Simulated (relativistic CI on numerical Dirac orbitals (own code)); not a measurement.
# Sensitivity of the levels of Ga17+ to α and to the nuclear radius

Method of calculation: Dirac-Coulomb-Breit CI, separate exchange-only KLI orbitals for each configuration, derivatives by finite differences, unscaled Slater integrals, QED left out (own radial code, finite nucleus).

Configurations in the expansion (outside the closed core [Ne]): 3s2 3p2, 3s 3p3, 3s2 3p 3d, 3p4, 3s 3p2 3d, 3p3 3d, 3s2 3d2, 3s 3d3, 3p2 3d2, 3p 3d3. Double excitations out of closed p, d and f shells are left out; levels of such configurations are missing from the list, as are those of other unlisted configurations, and high levels can miss mixing partners.

With x = (α/α₀)² − 1 an excitation energy changes as ω = ω₀ + qx; K = 2q/ω₀ is the relative enhancement. Terms are leading LS components, so labels can repeat. The field-shift factor is F = δν/δ⟨r²⟩ for the transition from the lowest level.

Lowest level 3s2 3p2 3P_0.

```
       Level  ω₀ (cm⁻¹)  q (cm⁻¹)      K  F (GHz/fm²)
3s2 3p2 3P_1      27523     36610   2.66       -0.178
3s2 3p2 3P_2      45820     45590   1.99       -0.236
3s2 3p2 1D_2      96343     73650   1.53       -0.416
3s2 3p2 1S_0     154747     74320  0.961        -1.04
3s 3p3 5S°_2     329896     81450  0.494          -40
3s 3p3 3D°_1     425625     72760  0.342        -35.6
3s 3p3 3D°_2     426702     76260  0.357        -35.8
3s 3p3 3D°_3     436592     91990  0.421        -36.1
3s 3p3 3P°_0     494148     92770  0.375        -35.9
3s 3p3 3P°_2     495792     93370  0.377        -32.8
3s 3p3 3P°_1     496527     97350  0.392        -35.8
3s 3p3 1D°_2     536509    104600   0.39        -25.8
3s 3p3 3S°_1     599130     82490  0.275        -42.1
```

At this charge energies of transitions that change n are usually good to better than 1 %, and those within a shell (Δn = 0) to a few per cent.
